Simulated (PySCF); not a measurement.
## Name the molecule from its bond curve

A diatomic of charge 0 contains Ca. Its doublet curve at r²SCAN in a double-zeta basis (no relativity, PySCF), in eV from the separated fragments:

R (Å), E (eV) and a bar:
```
    1.687     -5.207 ###########################
    1.766     -5.757 ############
    1.844     -6.060 ####
    1.903     -6.165 #
    1.962     -6.194 
    2.021     -6.163 #
    2.099     -6.055 ####
    2.197     -5.848 #########
    2.315     -5.540 ##################
    2.472     -5.089 ##############################
```

The fit gives ωe = 605 cm⁻¹ and the rotational constant Bₑ = 0.3414 cm⁻¹.

Q: Which atom is the partner?

A: The minimum lies at 1.958 Å, so the reduced mass is 16.8576 u Å² cm⁻¹/(Bₑ·Re²) = 12.88 u. With Ca at 39.96 u the partner weighs about 19.0 u: F. The molecule is CaF.

The state was picked by a PBE0 search and need not be the measured ground state.
